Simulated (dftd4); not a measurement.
C4H8O2S, charge +1, doublet, geometry from GFN2-xTB (a state made from the parent by changing its charge; the spin is typed, not shown lowest); D4 for wb97x in dftd4.

The dftd4 input:
```
$ dftd4 mol.xyz --func wb97x --charge 1 --json dftd4.json --noedisp --grad

# file mol.xyz
15

O      1.58426261     0.87244591    -0.69385620
S      0.62846265     0.41611043     0.25219912
O      0.77092695     0.68694499     1.63898277
C     -1.10509964     0.92985171    -0.31407686
C     -1.57533113    -0.32285741    -0.99232587
C     -1.15979275    -1.48809120    -0.10526657
C      0.33548013    -1.43942329     0.00523214
H     -1.60648182     1.16065827     0.62430257
H     -1.01402086     1.80610178    -0.95092812
H     -2.66486713    -0.26981489    -1.11531638
H     -1.13880551    -0.41867607    -1.98892930
H     -1.45046683    -2.45498247    -0.53614791
H     -1.62989171    -1.41450173     0.87786405
H      0.76419537    -1.97151335     0.85067432
H      0.87187997    -1.64704436    -0.91909486
```

**Question.** Predict the main parts of the log of this dftd4 run.

**Answer.** 
```
                    ____  _____ _____     ____  _  _
      -------------|  _ \|  ___|_   _|---|  _ \| || |------------
     |             | | | | |_    | | ___ | | | | || |_           |
     |             | |_| |  _|   | ||___|| |_| |__   _|          |
     |             |____/|_|     |_|     |____/   |_|            |
     |             ===================================           |
     |            E. Caldeweyher, S. Ehlert & S. Grimme          |
     |          Mulliken Center for Theoretical Chemistry        |
     |                    University of Bonn                     |
      -----------------------------------------------------------

Rational (Becke-Johnson) damping: wb97x-D4-ATM
---------------------
  s6         1.0000
  s8         0.5093
  s9         1.0000
  a1         0.0662
  a2         5.4487
 alp        16.0000
--------------------

Dispersion energy:      -2.7606845559505E-02 Eh

Gradient norm:           3.1089092274700E-03 Eh/a0
--------------------------------------------------
     #    Z           dE/dx      dE/dy      dE/dz
--------------------------------------------------
     1    8 O     8.137E-04  4.347E-04 -2.967E-04
     2   16 S     1.354E-03  8.964E-04  5.433E-04
     3    8 O     4.148E-04  3.787E-04  7.896E-04
     4    6 C    -6.425E-04  6.856E-04 -1.928E-04
     5    6 C    -9.462E-04 -1.219E-04 -5.492E-04
     6    6 C    -6.135E-04 -9.107E-04 -7.671E-05
     7    6 C     3.099E-04 -9.058E-04  5.930E-05
     8    1 H    -1.907E-04  1.929E-04  9.219E-05
     9    1 H    -1.094E-04  2.204E-04 -1.044E-04
    10    1 H    -1.946E-04 -4.119E-06 -9.288E-05
    11    1 H    -1.575E-04 -3.332E-05 -2.650E-04
    12    1 H    -9.875E-05 -1.901E-04 -2.482E-05
    13    1 H    -2.000E-04 -2.034E-04  1.215E-04
    14    1 H     1.027E-04 -2.249E-04  1.017E-04
    15    1 H     1.582E-04 -2.144E-04 -1.052E-04
--------------------------------------------------

Virial:
--------------------------------------------------
      component           x          y          z
--------------------------------------------------
          x       1.375E-02  2.824E-03  3.776E-03
          y       2.824E-03  1.235E-02  8.557E-04
          z       3.776E-03  8.557E-04  6.315E-03
--------------------------------------------------

[Info] Dispersion results written to 'dftd4.txt'
[Info] JSON dump of results written to 'dftd4.json'
```
